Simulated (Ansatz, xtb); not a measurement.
AlGaH2O2: which of two structures lies lower

We compare X, a singlet given by its coordinates, with Y, `[OH][AlH][O][Ga]`, a singlet. Both are isolated molecules in the gas phase, relaxed with r2SCAN-D4/def2-SVP; the shapes shown needn't be the lowest conformers.

X (Å):

```
atom    x (Å)   y (Å)    z (Å)
  Al   0.3964  0.4807   0.0803
  Ga   0.8379  1.1138   2.6537
   O  -0.1938  1.9266   1.0380
   O  -0.2639  0.7170  -1.4978
   H  -0.7368  2.7127   0.8750
   H  -0.1165  0.1023  -2.2230
```

Close contacts (Å): Al1–Ga2 2.69, Al1–O3 1.83, Al1–O4 1.73, Ga2–O3 2.08, O3–H5 0.97, O4–H6 0.96.

Y (Å):

```xyz
6

Al    0.4398    0.8595    0.3758
Ga   -0.2925    2.7051   -2.5025
O    -0.5962    0.6610    1.7106
O    -0.0045    1.7812   -0.9890
H    -1.4771    1.0308    1.8097
H     1.8337    0.1387    0.4800
```

Task: Estimate E(Y) − E(X) at the level CCSD(T)/def2-TZVP.

Result: Calculated at CCSD(T)/def2-TZVP: E(Y) − E(X) = −1.651 eV, so structure Y lies lower.

Level by level:

```json
{"level": "GFN2-xTB", "geometry": "GFN2-xTB", "E(Y) − E(X) (eV)": "−2.594", "departure from the last row (eV)": "−0.943", "job, with rough time for the two": "optimisation, 1.9 s"}
{"level": "HF/STO-3G", "geometry": "GFN2-xTB", "E(Y) − E(X) (eV)": "−2.486", "departure from the last row (eV)": "−0.835", "job, with rough time for the two": "single point, 19 s"}
{"level": "r2SCAN-D4/def2-SVP//GFN2-xTB", "geometry": "GFN2-xTB", "E(Y) − E(X) (eV)": "−1.453", "departure from the last row (eV)": "+0.197", "job, with rough time for the two": "single point, 9.6 s"}
{"level": "r2SCAN-D4/def2-SVP", "geometry": "r2SCAN-D4/def2-SVP", "E(Y) − E(X) (eV)": "−1.492", "departure from the last row (eV)": "+0.158", "job, with rough time for the two": "optimisation, 3.3 min"}
{"level": "HF/def2-TZVP", "geometry": "r2SCAN-D4/def2-SVP", "E(Y) − E(X) (eV)": "−1.932", "departure from the last row (eV)": "−0.281", "job, with rough time for the two": "part of the CCSD(T) run"}
{"level": "MP2/def2-TZVP", "geometry": "r2SCAN-D4/def2-SVP", "E(Y) − E(X) (eV)": "−1.802", "departure from the last row (eV)": "−0.151", "job, with rough time for the two": "part of the CCSD(T) run"}
{"level": "CCSD(T)/def2-TZVP", "geometry": "r2SCAN-D4/def2-SVP", "E(Y) − E(X) (eV)": "−1.651", "departure from the last row (eV)": "", "job, with rough time for the two": "single point, 3.6 min"}
```

The levels shown agree on the order. The largest departure from CCSD(T)/def2-TZVP is that of GFN2-xTB, 0.943 eV.

With harmonic frequencies from r2SCAN-D4/def2-SVP (ideal gas, rigid rotor, one conformer each, 298.15 K, 1 atm): on the last row, ΔE + ΔZPE = −1.724, ΔH = −1.730, ΔG = −1.732 eV.

The correlated steps freeze 16 core orbitals; the filled d shell of Ga is correlated, in a basis made for valence electrons. Codes used: Ansatz 0.2.0, xtb 6.7.1; the last row on 2 threads of AMD EPYC (Zen 3) on a shared host.
